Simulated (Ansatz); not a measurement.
Consider the ligand exchange at the Si–N bond: `F[SiH2]N[SiH2]F` + `O[SiH2][SiH3]` → `F[SiH2]O[SiH2][SiH3]` + `N[SiH2]F`.

Gas-phase electronic energies from Ansatz, PBE0-D4/def2-TZVP geometries. CCSD(T)/CBS adds triple-zeta CCSD(T) − MP2 to the extrapolated MP2 energy (def2 sets, frozen cores). DFT in def2-TZVPP. B3LYP here is the variant with VWN-RPA as its local correlation; programs differ in this. Each species was taken in one conformer, which may not be the lowest.

CCSD(T)/CBS gives -56.4 kJ/mol.

(1) Another level gave -59.3 kJ/mol. Which?
A. HF/def2-TZVPP
B. PBE/def2-TZVPP
C. PBE0-D4/def2-TZVPP
D. B3LYP-D4/def2-TZVPP

Largest T1 diagnostic among the species: 0.012.

Answers

(1) D. B3LYP-D4 -59.3, PBE -48.6, PBE0-D4 -52.8, HF/def2-TZVPP -67.7 kJ/mol.

In def2-TZVPP, CCSD(T) changes the Hartree–Fock value by +11.9 kJ/mol (the triples alone add +1.9 kJ/mol) and MP2 by +11.9 kJ/mol. From PBE to PBE0 (25 % exact exchange), in def2-TZVPP and without D4, ΔE moves by −3.3 kJ/mol.

CCSD(T)/CBS has its own doubt, a few kJ/mol and more with outer-core shells, so smaller differences from it don't rank the levels.
